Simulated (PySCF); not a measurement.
## Potassium: a sound run and one with changed settings

Sound run: K [Ar] 4s1, K⁺ [Ar]. Computed with PySCF 2.14 in def2-SVP, with the non-relativistic Hamiltonian (point nucleus). The sound run starts from symmetry-adapted Hartree-Fock orbitals and uses a fine grid where one is needed.

Changed run: 14 angular points. This setting is unsound on purpose.

```tsv
species	method	sound run (hartree)	changed run (hartree)	converged
K	UHF	-599.07743	-599.07743	yes
K	PBE0	-599.66183	-599.66183	yes
K	B3LYP	-599.84729	-599.84729	yes
K⁺	UHF	-598.93116	-598.93116	yes
K⁺	PBE0	-599.50152	-599.50152	yes
K⁺	B3LYP	-599.68277	-599.68277	yes
```

Ionisation energy of K:

```json
{"method": "UHF", "sound run (eV)": "3.980", "changed run (eV)": "3.980"}
{"method": "PBE0", "sound run (eV)": "4.362", "changed run (eV)": "4.362"}
{"method": "B3LYP", "sound run (eV)": "4.477", "changed run (eV)": "4.477"}
```

Here the setting changes nothing at the digits shown.

For comparison, NIST gives 4.341 eV between the lowest levels.
